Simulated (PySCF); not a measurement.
**Diatomics of Br with group 14**

PBE0 with triple-zeta basis sets in PySCF, for the lowest determinant that a PBE0 search found; no spin–orbit coupling. De refers to high-spin ground-configuration atoms. A positive dipole means M(−)Br(+).

| M | basis | state (unpaired electrons) | Re (Å) | ωe (cm⁻¹) | De (eV) | μ (D) |
| --- | --- | --- | --- | --- | --- | --- |
| C | def2-TZVPP | doublet (π ↑) | 1.815 | 745 | 3.73 | 1.52 |
| Ge | def2-TZVPP | doublet (π ↑) | 2.327 | 296 | 3.71 | -1.56 |
| Sn | def2-TZVPP | doublet (π ↑) | 2.518 | 244 | 3.56 | -2.53 |
| Pb | def2-TZVPP | doublet (π ↑) | 2.607 | 212 | 3.45 | -3.50 |

Question: The row for M = Si is missing. Estimate Re, ωe and De as the mean of the rows for C and Ge, and compare with the calculation.

Answer: The means are 2.071 Å, 520 cm⁻¹ and 3.72 eV. PBE0 in def2-TZVPP gives SiBr as a doublet (π ↑) with Re = 2.231 Å, ωe = 423 cm⁻¹, De = 3.93 eV, so the estimate is off by -16.0 pm, +23 % and -0.21 eV.

Spin–orbit coupling is left out, which matters for elements this heavy, above all for dissociation energies. States were picked by a PBE0 search and need not be the measured ground states.
